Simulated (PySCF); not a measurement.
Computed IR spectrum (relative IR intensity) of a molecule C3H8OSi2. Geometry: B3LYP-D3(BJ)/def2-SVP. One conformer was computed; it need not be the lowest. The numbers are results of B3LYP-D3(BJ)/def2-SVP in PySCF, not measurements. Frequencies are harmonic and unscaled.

ν (cm⁻¹): 139 (vw), 206 (m), 321 (w), 482 (vw), 498 (w), 625 (m), 650 (m), 743 (w), 823 (m), 835 (w), 901 (vw), 918 (vs), 941 (s), 951 (w), 955 (w), 971 (m), 1071 (w), 2213 (m), 2224 (m), 2238 (w), 2244 (m), 2265 (m), 2275 (m), 3872 (m) (against the strongest line: vs over 80 %, s over 45 %, m over 15 %, w over 4 %, vw less)

Q: Identify the compound among the candidates.
A) [SiH3][C@@H]1C=C[SiH2]O1
B) C=C([SiH3])C(=O)[SiH3]
C) O[SiH2]C#CC[SiH3]
D) CC1=C([SiH3])[SiH2]O1

A: C, O[SiH2]C#CC[SiH3]
